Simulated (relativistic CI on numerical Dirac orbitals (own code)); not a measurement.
Crystal-field levels of Pr³⁺, 4f2

Calculated by Dirac-Coulomb-Breit CI, orbitals from a KLI potential per configuration, a model potential for QED, valence Slater integrals scaled by 0.7, one configuration in a parametric crystal field (own radial code).

Field parameters in Wybourne normalisation; cubic f-shell fields have B⁴₄ = √(5/14) B⁴₀ and B⁶₄ = −√(7/2) B⁶₀. The field is a parameter set, without covalency.

S and J are read from ⟨S²⟩ = S(S + 1) and ⟨J²⟩ = J(J + 1) of each level; they are not fictitious spins.

Oh, B40 = 1840, B60 = 500 cm⁻¹, the lowest 16 levels:

```csv
E (cm⁻¹),Degeneracy,Irrep,S,J
0.0,1,A1,0.98,4.00
279,3,T1,0.97,4.02
508,2,E,0.97,4.00
648,3,T2,0.98,4.00
2355,3,T1,1.00,4.98
2498,3,T2,1.00,5.01
2567,2,E,1.00,4.95
2727,3,T1,1.00,4.99
4422,2,E,1.00,5.97
4430,3,T2,1.00,5.92
4770,3,T2,1.00,5.68
4798,1,A2,1.00,6.00
4821,3,T1,0.99,5.87
4834,1,A1,0.98,5.84
5270,2,E,0.99,2.16
5331,3,T2,0.98,2.73
```

Oh, B40 = 1350, B60 = 330 cm⁻¹, the lowest 16 levels:

```tsv
E (cm⁻¹)	Degeneracy	Irrep	S	J
0.0	1	A1	0.98	4.00
202	3	T1	0.97	4.01
357	2	E	0.97	4.00
477	3	T2	0.98	4.00
2270	3	T1	1.00	4.99
2384	3	T2	1.00	5.00
2466	2	E	1.00	4.97
2557	3	T1	1.00	4.99
4359	2	E	1.00	5.99
4375	3	T2	1.00	5.97
4621	1	A2	1.00	6.00
4637	3	T2	1.00	5.83
4683	3	T1	0.99	5.94
4706	1	A1	0.99	5.92
5101	2	E	0.99	2.08
5146	3	T2	0.98	2.41
```

D4h, B20 = -630, B40 = 310, B44 = -870, B60 = -430, B64 = -40 cm⁻¹, the lowest 16 levels:

```
E (cm⁻¹)  Degeneracy  Irrep     S     J
     0.0           1     B2  0.97  4.00
    29.8           2      E  0.97  4.00
    51.3           1     A1  0.97  4.00
     276           1     B1  0.98  4.00
     359           1     A2  0.97  4.00
     365           2      E  0.97  4.00
     384           1     A1  0.97  4.00
    2122           1     B1  1.00  5.00
    2129           2      E  1.00  5.00
    2146           1     A2  1.00  5.00
    2336           1     B2  1.00  5.00
    2370           2      E  1.00  5.00
    2438           1     A1  1.00  4.99
    2475           2      E  1.00  4.99
    2477           1     A2  1.00  5.00
    4183           1     B2  1.00  5.97
```

D4h, B20 = 2480, B40 = 990, B44 = -1360, B60 = 670, B64 = -970 cm⁻¹, the lowest 16 levels:

| E (cm⁻¹) | Degeneracy | Irrep | S | J |
| --- | --- | --- | --- | --- |
| 0.0 | 1 | A1 | 0.98 | 4.00 |
| 5.0 | 1 | A2 | 0.98 | 4.01 |
| 658 | 2 | E | 0.98 | 4.01 |
| 870 | 1 | B2 | 0.97 | 4.00 |
| 1062 | 1 | A1 | 0.97 | 3.98 |
| 1130 | 2 | E | 0.97 | 4.01 |
| 1359 | 1 | B1 | 0.97 | 4.00 |
| 2083 | 2 | E | 1.00 | 4.98 |
| 2668 | 1 | A2 | 1.00 | 5.00 |
| 2695 | 1 | A1 | 1.00 | 5.00 |
| 2987 | 1 | B1 | 1.00 | 4.94 |
| 3037 | 2 | E | 1.00 | 4.97 |
| 3193 | 1 | A2 | 1.00 | 4.97 |
| 3301 | 2 | E | 1.00 | 4.96 |
| 3382 | 1 | B2 | 1.00 | 5.00 |
| 4111 | 1 | B1 | 1.00 | 5.93 |

D4h, B20 = 920, B40 = -900, B44 = -980, B60 = 70, B64 = 920 cm⁻¹, the lowest 16 levels:

```csv
E (cm⁻¹),Degeneracy,Irrep,S,J
0.0,1,A1,0.98,4.00
61.4,2,E,0.97,4.00
95.8,1,A2,0.98,4.01
236,1,B2,0.97,4.00
358,1,B1,0.98,4.00
505,2,E,0.97,4.01
675,1,A1,0.97,4.00
2139,1,A1,1.00,4.96
2170,1,A2,1.00,5.00
2187,2,E,1.00,4.99
2318,2,E,1.00,5.00
2408,1,B1,1.00,4.99
2536,1,B2,1.00,5.00
2663,2,E,1.00,4.99
2725,1,A2,1.00,4.99
4200,2,E,1.00,5.90
```

The next free-ion level lies 2107 cm⁻¹ above the lowest; the field splits the ground level into components whose J stays near 4 as long as their spread is small against that gap.

Levels of this model without a field, named by their leading LS term (the scale mimics covalency, so terms lie below those of the real free ion): 3H_4 0, 3H_5 2107, 3H_6 4251, 3F_2 4764, 1G_4 5997, 3F_3 6124, 3F_4 8806, 1D_2 16299 cm⁻¹.
